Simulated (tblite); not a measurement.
Isomers of C9H7NSi. Calculated harmonic vibrations of the isolated species, GFN2-xTB (tblite), most abundant isotopes, no scaling. This tight-binding method is rough: wavenumbers can miss measured ones by several per cent, in bad cases by 10 to 20. Modes of hydrogen on silicon can be 10 to 20 % off. One conformer each.

Electronic energies: GFN2-xTB at the same geometries; isomer energies are rough at this level and their order can be wrong.

```csv
SMILES,"electronic energy, lowest = 0 (kcal/mol)"
N#Cc1ccc2c(c1)C=C[SiH2]2,0.0
[C-]#[N+]c1cc([SiH3])c2c(c1)C=C2,58.9
[C-]#[N+]C1=CC2=CC([SiH3])=CC2=C1,49.7
```

Task: How do GFN2-xTB zero-point energies change the relative energies?

Result: 
| SMILES | ZPE (kcal/mol) | of it from modes above 1550 cm⁻¹ | electronic (kcal/mol) | with ZPE, lowest = 0 (kcal/mol) | lowest mode (cm⁻¹) | rings |
| --- | --- | --- | --- | --- | --- | --- |
| N#Cc1ccc2c(c1)C=C[SiH2]2 | 77.8 | 36.4 | 0.0 | 0.0 | 74 | 2 |
| [C-]#[N+]C1=CC2=CC([SiH3])=CC2=C1 | 74.7 | 37.6 | 49.7 | 46.5 | 53 | 2 |
| [C-]#[N+]c1cc([SiH3])c2c(c1)C=C2 | 74.6 | 37.7 | 58.9 | 55.7 | 33 | 2 |

The zero-point energies span 3.2 kcal/mol, from `[C-]#[N+]c1cc([SiH3])c2c(c1)C=C2` to `N#Cc1ccc2c(c1)C=C[SiH2]2`. The order is unchanged.
